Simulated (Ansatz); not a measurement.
CH₅BO₂Se (`OCOB[SeH]`) at its PBE0-D4/def2-TZVP geometry, where that method's forces vanish. Total charge 0; spin multiplicity 1.

```
atom    x (Å)    y (Å)    z (Å)
  O1   2.0835  -0.0357  -0.7682
  C2   0.7537   0.2043  -0.5111
  O3   0.3152  -0.6256   0.5488
  B4  -0.9541  -0.7213   0.9776
 Se5  -2.5171   0.2183   0.2852
  H6   2.5990   0.2100   0.0059
  H7   0.5630   1.2485  -0.2285
  H8   0.2074  -0.0414  -1.4251
  H9  -1.1848  -1.4558   1.8897
 H10  -1.8658   0.9989  -0.7743
```

(1) For each bond, give half the difference of the two atoms' forces along it (eV/Å; positive pushes the atoms apart) under PBE-D4, r2SCAN-D4, B3LYP-D4, ωB97M-V in def2-TZVPP. (Estimate.)

Results:

(1) Ansatz gave: 
| bond | length (Å) | PBE-D4 | r2SCAN-D4 | B3LYP-D4 | ωB97M-V |
| --- | --- | --- | --- | --- | --- |
| O1–C2 | 1.376 | 0.28 | 0.21 | 0.27 | 0.27 |
| O1–H6 | 0.962 | 0.39 | 0.01 | -0.04 | -0.10 |
| C2–O3 | 1.416 | 0.29 | 0.27 | 0.25 | 0.17 |
| C2–H7 | 1.098 | 0.03 | -0.10 | -0.15 | -0.17 |
| C2–H8 | 1.093 | 0.07 | -0.10 | -0.17 | -0.17 |
| O3–B4 | 1.343 | 0.23 | 0.08 | -0.02 | 0.09 |
| B4–Se5 | 1.951 | -0.02 | 0.02 | 0.18 | 0.03 |
| B4–H9 | 1.194 | -0.02 | -0.10 | -0.22 | -0.19 |
| Se5–H10 | 1.468 | 0.27 | -0.02 | 0.04 | -0.12 |

B3LYP here is the variant with VWN-RPA as its local correlation; programs differ in this.
